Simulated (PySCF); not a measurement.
# What a mistake does to a calculation on BCGeH7N cation

Calculated results; nothing here was measured. The program is PySCF 2.14.0, an open-source quantum chemistry code, run on an isolated molecule that a program drew, which may never have been made. The molecule is BCGeH7N cation (charge +1, singlet), drawn as the SMILES string `B[CH2][GeH+][NH2]`.

Each row is a Hartree-Fock (HF) and frozen-core CCSD(T) single point in the cc-pVDZ basis, meant for a local HF minimum. Run 1 is clean. Each other run has one planted mistake out of seven kinds, and not every kind appears here: one electron removed, one electron added, multiplicity raised by two, geometry at a saddle point, minimal basis STO-3G, one bond length entered in bohr, all coordinates scaled. The reference is restricted for singlets and unrestricted otherwise, and also for a bond in bohr. Adding or removing an electron swaps singlet and doublet. Electrons count all cores. HOMO and LUMO are orbital energies over both spins, the gradient is its largest component, and the lowest frequency (negative if imaginary) is given only where the gradient is small. Bond lengths are over the 10 bonds as drawn. T1 is the CCSD diagnostic: over 0.02 (restricted) or 0.045 (unrestricted) a single reference is doubtful. Germanium has the cc-pVDZ-PP basis, with a core potential (ECP10MDF) in place of its 10 inner electrons, and its 3s, 3p and 3d shells are frozen in CCSD(T).

Geometry of the clean run:
```xyz
11
BCGeH7N cation, angstrom
B    -0.0041   -1.6482   -0.8925
C     1.5074   -1.1339   -0.8458
Ge    1.7320    0.7534   -0.6258
N     0.7528    1.6403    0.4983
H    -0.7869   -1.2312   -0.0896
H    -0.3273   -2.4566   -1.7036
H     1.9233   -1.5476    0.0885
H     2.1390   -1.4655   -1.6692
H     2.7351    1.6096   -1.3606
H     0.0311    1.2244    1.0604
H     0.8624    2.6265    0.6579
```

| run | electrons | basis functions | <S^2> | HOMO (eV) | LUMO (eV) | gradient (hartree/bohr) | lowest frequency (cm^-1) | mean bond (Å) | longest bond (Å) | T1 | HF (hartree) | CCSD(T) (hartree) | mistake |
|---|---|---|---|---|---|---|---|---|---|---|---|---|---|
| 1 | 56 | 100 | 0.000 | -16.99 | -3.88 | 3.7e-05 | 45 | 1.3344 | 1.913 | 0.0156 | -414.21034 | -414.75000 | no fault |
| 2 | 57 | 100 | 0.768 | -5.35 | 2.36 | 4.0e-02 | - | 1.3344 | 1.913 | 0.0153 | -414.37930 | -414.92910 | one electron added |
| 3 | 56 | 100 | 0.000 | -16.55 | -4.10 | 4.6e-02 | - | 1.4105 | 2.022 | 0.0191 | -414.18109 | -414.73434 | all coordinates scaled |
| 4 | 55 | 100 | 0.774 | -21.49 | -14.74 | 9.0e-02 | - | 1.3344 | 1.913 | 0.0837 | -413.62438 | -414.15782 | ? |
| 5 | 56 | 100 | 2.023 | -11.26 | -8.93 | 1.0e-01 | - | 1.3344 | 1.913 | 0.0528 | -413.99742 | -414.52810 | ? |

**Which mistake was planted in run 4, and what did it cost?**

It counts 55 electrons, one fewer than the clean run, at the same geometry and basis. So the mistake is: one electron removed. Subtracting run 1 and multiplying by 627.51 kcal/mol a hartree, the energy moved by 367.7 kcal/mol in HF and 371.6 kcal/mol in CCSD(T).

**Which mistake was planted in run 5, and what did it cost?**

Electrons, basis and geometry are unchanged, and <S^2> is 2.023, beside S(S+1) = 2.00 for a multiplicity of 3. So the mistake is: multiplicity raised by two. Subtracting run 1 and multiplying by 627.51 kcal/mol a hartree, the energy moved by 133.6 kcal/mol in HF and 139.2 kcal/mol in CCSD(T).

Cautions from the logs. Run 4: T1 is over the limit, so its CCSD(T) energy is less reliable; run 5: T1 is over the limit, so its CCSD(T) energy is less reliable.
